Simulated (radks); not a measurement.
Valence configurations of the rhenium ion Re2+ (all share [Xe]). All-electron calculation, Dirac Kohn-Sham, PBEsol, spin-unpolarised, spherical densities, point nucleus; open shells fill j = l - 1/2 first. Program: a radial shooting solver on a logarithmic mesh with Libxc functionals. Energies are relative to 4f14 5d5; eigenvalues in eV.

valence               E (eV)  e(4f5/2)  e(4f7/2)  e(5d3/2)  e(5d5/2)  e(6p1/2)
4f14 5d5               0.000   -59.740   -57.228   -21.777   -20.800         -
4f14 5d4.5 6s0.5       0.545   -61.310   -58.797   -22.862   -21.853         -
4f14 5d4 6s1           1.304   -62.931   -60.418   -23.972         -         -
4f14 5d4 6s0.5 6p0.5   4.373   -63.519   -61.005   -24.465         -   -15.382
4f14 5d4 6p1           7.458   -64.100   -61.586   -24.951         -   -15.690
4f14 5d3 6p2          17.599   -68.853   -66.337   -28.272         -   -17.224
4f13.5 5d5 6p0.5      23.096   -66.882   -64.320   -24.218   -23.139   -15.052
4f13 5d6              40.583   -69.734   -67.125   -23.405   -22.306         -
4f13 5d5 6p1          49.311   -74.259   -71.648   -26.735   -25.553   -16.014
4f12 5d3 6p4          146.46   -100.75   -98.031   -39.841         -   -21.114

NIST lists [Xe] 4f14 5d5 as the ground configuration; this level of theory agrees among the configurations tried. The energies are those of spherical spin-averaged densities, not of single terms.
